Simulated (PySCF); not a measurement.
Structure from NMR data

Molecular formula: C5H10FN3Si. Simulated spectra:

1H NMR (500 MHz, computed): δ 7.38 (m, 1H), 0.51 (s, 9H).

13C{1H} NMR (computed): δ 175.6 (C), 124.6 (CH), 0.2 (CH3, 3C).

Theoretical values (PySCF 2.14): geometry from GFN2-xTB, σ from GIAO-PBE0/pcSseg-1. No relativistic terms, rapidly exchanging positions averaged, gas phase, one conformer.

Chemical shifts δ = σref − σ; 1H (σ = 31.72 ppm) and 13C (σ = 186.93 ppm) vs TMS, all at this level.

Task: Deduce the structure.

Result: 
The formula gives 3 degrees of unsaturation (1 ring in the answer). 3 carbon signals for 5 carbons: some carbons are equivalent by symmetry or fast rotation. Carbon types of the structure: 1 × C, 1 × CH, 3 × CH3, which accounts for all hydrogens. δC 175.6: aromatic carbon bearing fluorine; an ipso carbon deshielded by its heteroatom. δC 124.6: aromatic CH next to a ring nitrogen. δC 0.2: methyl carbon bonded to Si; an electropositive neighbour leaves it electron-rich and shielded. δH 7.38: hydrogen on an aromatic CH next to a ring nitrogen; aromatic region. δH 0.51: hydrogen on a methyl carbon bonded to Si; an electropositive neighbour shields it, as in TMS itself.

The compound is SMILES c1nn([Si](C)(C)C)nc1F.

This is the structure that produced the data.

Splittings by 19F in the carbon and heteronuclear signals aren't shown, as no couplings were computed. Shifts are as computed. Against solution values, carbons near 30 ppm lie about +3 ppm off and those near 130 ppm about +5 ppm. Of 1211 compounds with measured shifts, 218 miss one by over three times the rms of a fit or turn the order of signals round; such compounds aren't used in these exercises. No couplings were computed; multiplicities are counted from neighbouring protons, with m where these are inequivalent, close in shift, in a saturated or five-membered ring or joined by F or P, and br s for small geminal =CH2 splittings.
